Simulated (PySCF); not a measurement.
**Which determinant of AlTe lies lowest?**

Unrestricted PBE0; basis Al def2-SVP, Te def2-SVP with ECP28; scalar-relativistic core potentials; PySCF 2.14. Outer shells of the fragments: Al 3s2 3p1; Te 4d10 5s2 5p4.

Followed along the bond (rough minima from three points):

```csv
2Ms+1,unpaired,⟨S²⟩ at the start,R at minimum (Å),Te (eV)
2,σ ↑,0.76,2.38,0.00
2,π ↑,0.75,2.64,0.29
4,"σ ↑, π ↑↑",3.76,2.61,2.27
```

Solutions found at the starting distance of 2.515 Å, counted from the lowest of them; the search is not exhaustive and high or unbound solutions are not listed, so other states can lie among these:

| 2Ms+1 | unpaired | term | E (eV) | ⟨S²⟩ | ⟨Lz²⟩ | μ (D) |
| --- | --- | --- | --- | --- | --- | --- |
| 2 | σ ↑ | ²Σ⁺ | 0.00 | 0.76 | 0.00 | -3.20 |
| 2 | π ↑ | ²Π | 0.23 | 0.75 | 1.01 | -0.49 |
| 4 | σ ↑, π ↑↑ | mixed | 2.19 | 3.76 | 2.01 | -0.16 |
| 4 | σ ↑, π ↑↑ | mixed | 2.42 | 3.75 | 2.01 | -0.33 |
| 2 | σ ↑, π ↑↓ | mixed | 2.56 | 1.76 | 2.01 | -0.47 |
| 2 | σ ↑, π ↑↓ | mixed | 2.91 | 1.77 | 2.01 | 0.29 |

A term symbol is given only where ⟨S²⟩ and ⟨Lz²⟩ are close to those of a pure state; real π, δ and φ orbitals otherwise mix terms. A positive dipole means Al(−)Te(+).

Compare the gap between the two lowest followed solutions at the starting distance with the gap between their minima.

At PBE0 the second solution (doublet, unpaired electrons π ↑) lies +0.23 eV from the first (doublet, unpaired electrons σ ↑) at 2.515 Å and +0.29 eV at the minima; the two curves relax by different amounts, since their minima lie near 2.64 and 2.38 Å.

Spin–orbit coupling is left out. Counting both spins, an empty level lies below a filled one in some of these solutions, because spin and occupation are held.
